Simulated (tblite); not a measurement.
trans-ethylamine (C2H7N), singlet, at a GFN2-xTB geometry; GFN1-xTB with ALPB(water) (tblite 0.6.0).

Here is a job for tblite.
```
$ tblite run mol.xyz --method gfn1 --charge 0 --spin 0 --alpb water --json tblite.json --no-restart

# file mol.xyz
10

C      1.21347580    -0.33489211    -0.00053948
C     -0.01511352     0.57959694    -0.00065065
N     -1.29044637    -0.11469946     0.00111158
H      2.12582993     0.25587901    -0.00190763
H      1.21478843    -0.97056086     0.88382899
H      1.21344556    -0.97257980    -0.88345425
H      0.00625613     1.22117055    -0.88594093
H      0.00760037     1.22319154     0.88313798
H     -1.36186295    -0.71028181     0.82013011
H     -1.36310650    -0.71215141    -0.81643455
```

What the program printed (banner, timings and long lists left out):

```
xTB calculator
 | screened Coulomb repulsion
 | Coulomb electrostatics
 |  * isotropic Klopman-Ohno-Mataga-Nishimoto electrostatics
 |  * onsite third-order electrostatics
 | DFT-D3(BJ) dispersion correction
 | Interactions (3)
 | [1] alpb/gbsa reaction field model
 | [2] cds contribution to solvation
 | [3] empirical free energy shift and standard state/solvent correction

halogen bonding energy    0.0000000000000E+00 Eh
repulsion energy          1.4072581800045E-01 Eh
dispersion energy        -2.2232623800252E-03 Eh
interaction energy        2.5600081949937E-03 Eh
number of electrons       2.0000000000000E+01 e
integral cutoff           1.9731147476801E+01 bohr

------------------------------------------------------------
  cycle        total energy    energy error   density error
------------------------------------------------------------
      1     -11.19308524963  -1.1334148E+01   5.5484942E-01
      2     -11.21485277462  -2.1767525E-02   3.1439061E-01
      3     -11.21638510967  -1.5323351E-03   4.6025067E-02
      4     -11.21691878410  -5.3367443E-04   4.1377432E-03
      5     -11.21693020044  -1.1416338E-05   8.0215486E-04
      6     -11.21693038138  -1.8094115E-07   1.7086996E-04
      7     -11.21693042952  -4.8139215E-08   7.3964501E-05
      8     -11.21693043117  -1.6452475E-09   3.9554722E-06
------------------------------------------------------------

electronic energy        -1.1357992994984E+01 Eh
total energy             -1.1216930431168E+01 Eh

Post processing:
 | Mayer-Wiberg bond orders

[Info] JSON dump of results written to 'tblite.json'
```
